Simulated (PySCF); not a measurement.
# Polarisability and C₆ of Si²⁺ (silicon, charge +2)

[Ne] 3s2, closed-shell 1S. Computed with PySCF 2.14 in ANO-RCC-VTZP (5s4p2d1f, 34 functions), with scalar relativity by spin-free X2C-1e. Coupled (time-dependent) response in atomic units; α is the mean over directions. The basis has no added diffuse functions, which lowers α and C₆.

```json
{"method": "UHF", "mean α (bohr³)": "12.45", "C₆ (like pair)": "44.13", "S(−4)": "88.29"}
{"method": "PBE", "mean α (bohr³)": "11.58", "C₆ (like pair)": "39.35", "S(−4)": "77.60"}
{"method": "PBE0", "mean α (bohr³)": "11.83", "C₆ (like pair)": "40.72", "S(−4)": "80.79"}
{"method": "M06", "mean α (bohr³)": "11.17", "C₆ (like pair)": "36.49", "S(−4)": "75.16"}
{"method": "PBEsol", "mean α (bohr³)": "11.57", "C₆ (like pair)": "39.31", "S(−4)": "77.59"}
```

S(−4) is the Cauchy moment in α(ω) = α(0) + S(−4) ω² + …

α(iu) at PBE0:

| u (hartree) | α(iu) (bohr³) |
| --- | --- |
| 0 | 11.83 |
| 0.0500 | 11.64 |
| 0.100 | 11.08 |
| 0.200 | 9.303 |
| 0.300 | 7.353 |
| 0.500 | 4.429 |
| 0.750 | 2.528 |
| 1.00 | 1.602 |
| 1.50 | 0.8084 |
| 2.00 | 0.4927 |
| 3.00 | 0.2461 |
| 5.00 | 0.1029 |

For an ion, C₆ is the dispersion term alone; charge-induced terms of lower order in 1/R come first.
